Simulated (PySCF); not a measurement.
Sulfur tetrafluoride, SMILES FS(F)(F)F (PBE0/def2-SVP optimised geometry):

```
5

F      0.790    -0.004     0.000
S     -0.790    -0.004     0.000
F     -0.719    -1.652     0.173
F     -0.719     1.652     0.000
F     -1.093     0.076     1.549
```

Calculation: PySCF with PBE0/def2-TZVP.

### Question
What are the frontier orbital energies and the dipole moment?

### Answer
HOMO-2 -12.09 eV, HOMO-1 -11.89 eV, HOMO -9.97 eV, LUMO -2.24 eV, LUMO+1 0.11 eV; dipole moment 0.78 D.

On the same geometry PBE/def2-TZVP in PySCF gives HOMO-2 -9.88 eV, HOMO-1 -9.70 eV, HOMO -8.30 eV, LUMO -3.21 eV, LUMO+1 -1.12 eV; dipole moment 0.67 D.

Meta-Löwdin charges at PBE0/def2-TZVP: F1 -0.37, S2 1.67, F3 -0.47, F4 -0.47, F5 -0.37.
